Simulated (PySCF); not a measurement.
**Distorted geometries of Er(OH)3(NH3)**

Er(OH)3(NH3) (singlet in the valence; each metal's 4f electrons, 11 of them, lie in its core potential, out of spins and levels). PySCF 2.14.0, RKS BP86, Er lcecp-1-SVP with ECP57, O def2-SVP, H def2-SVP, N def2-SVP; non-relativistic Hamiltonian with scalar-relativistic core potentials where named; density fitting; no spin-orbit coupling. Relaxed geometry:

```xyz
11

Er    0.1440   -0.1925    0.2391
O     1.1655    1.3015    1.2010
H     1.7024    1.9239    1.7088
O    -1.4021   -1.1067    1.2286
H    -2.0438   -1.5779    1.7769
O     1.1108   -1.2381   -1.2357
H     1.6288   -1.7793   -1.8458
N    -1.2324    1.2568   -1.2368
H    -1.8332    1.8970   -0.6969
H    -0.6537    1.8431   -1.8562
H    -1.8560    0.7060   -1.8453
```

Problem. Order these distorted geometries by energy above the relaxed one, lowest first.
A.
```xyz
11

Er    0.1124   -0.2019    0.2566
O     1.0921    1.3324    1.1697
H     1.7611    1.9287    1.7069
O    -1.3819   -1.0856    1.2672
H    -2.0293   -1.5984    1.7694
O     1.1444   -1.2225   -1.2315
H     1.6545   -1.7625   -1.8877
N    -1.2827    1.2276   -1.2379
H    -1.7860    1.8710   -0.6891
H    -0.6560    1.8526   -1.8482
H    -1.8982    0.6924   -1.8376
```
B.
```xyz
11

Er    0.1048   -0.1857    0.2361
O     1.1094    1.2809    1.1963
H     1.6933    1.9294    1.7370
O    -1.3886   -1.1542    1.1872
H    -2.0278   -1.5179    1.7698
O     1.1270   -1.2747   -1.2754
H     1.6509   -1.7364   -1.8229
N    -1.2533    1.2785   -1.1988
H    -1.8239    1.9107   -0.6670
H    -0.5903    1.8296   -1.8334
H    -1.8711    0.6737   -1.8913
```
C.
```xyz
11

Er    0.2223   -0.2533    0.3777
O     1.1582    1.2571    1.2049
H     1.7979    1.9281    1.7527
O    -1.4339   -1.0009    1.1400
H    -2.0444   -1.5884    1.7317
O     0.9774   -1.1991   -1.3291
H     1.5545   -1.8635   -1.8435
N    -1.1250    1.3476   -1.2164
H    -1.9370    1.8712   -0.6293
H    -0.6177    1.8392   -1.8913
H    -1.8219    0.6958   -1.8597
```

Solution. A (0.29 eV), B (0.54 eV), C (1.38 eV).

Problem. Which forces (eV/Å) act in the one that lies 0.29 eV up?

Solution. 
```
Er   0.75  0.03 -0.96
O    2.14  1.91  1.75
H   -2.01 -1.72 -1.59
O   -0.61 -0.42  0.39
H   -0.01  0.02  0.03
O    0.34 -0.46 -0.49
H   -0.60  0.63  0.81
N    2.86  0.10 -1.42
H   -1.45  1.23  1.21
H   -0.89 -1.15  0.71
H   -0.52 -0.19 -0.44
```
Forces carry noise of the integration grid, about 0.01 to 0.03 eV/Å.

An lcecp potential fixes the number of 4f electrons, so in runs with it no electron can move into or out of that shell.
